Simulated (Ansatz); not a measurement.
Species: NS, net charge 0, doublet state. 
Structure (B3LYP-D3(BJ)/def2-TZVP (Ansatz, a first-principles code) minimum search):
```xyz
2

N      0.0000     0.0000    -1.0378
S      0.0000     0.0000     0.4540
```
Charge 0, spin multiplicity 2.

Parts of the frozen-core correlation energy in cc-pV(D+d)Z (Ansatz, hartree). Frozen orbitals: 6; correlated occupied orbitals by spin: 6 and 5; virtual: 25 and 26. Open shells are spin-unrestricted. Spin-orbit coupling is left out. Non-relativistic.

```json
[
 {"term": "reference (HF)", "value": "-451.91630"},
 {"term": "MP2 opposite-spin", "value": "-0.19500"},
 {"term": "MP2 same-spin", "value": "-0.07292"},
 {"term": "CCSD correlation", "value": "-0.29420"},
 {"term": "(T)", "value": "-0.01365"},
 {"term": "CCSDT minus CCSD(T)", "value": "-0.00087"},
 {"term": "CCSDT(Q) minus CCSD(T)", "value": "-0.00249"},
 {"term": "T1 diagnostic", "value": "0.051"},
 {"term": "largest doubles amplitude", "value": "0.146"},
 {"term": "<S^2> of the reference", "value": "0.880"}
]
```
